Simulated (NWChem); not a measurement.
GeSiH$_{4}$S, singlet; SMILES [SiH3][Ge][SH]

```xyz
7

Ge    -0.8463    -0.1792     0.0000
S      0.9647    -1.5072     0.0000
H      0.2994    -2.7033     0.0000
Si     0.6186     1.8319     0.0000
H      2.1024     1.5591     0.0000
H      0.2915     2.6740     1.2112
H      0.2915     2.6740    -1.2112
```
Atoms are numbered in this order, from 1.

Computed with NWChem. Medium grid unless said otherwise, to which SCAN and Minnesota functionals are sensitive. Low-valent species are run as closed-shell singlets; no triplet was tried in these runs. Structure relaxed at the PBE-D3(BJ)/def2-SVP level.

For level r2SCAN/def2-SVP:

| Quantity | Value |
|---|---|
| highest occupied level (eV) | -5.89 |
| orbital gap (eV) | 2.39 |

Task: How do the values read with level LC-wPBE (HJS exchange hole, range parameter 0.4 per bohr)/def2-SVP instead?

Result: The highest occupied level (eV) is -9.07 and the orbital gap (eV) comes out as 8.33.
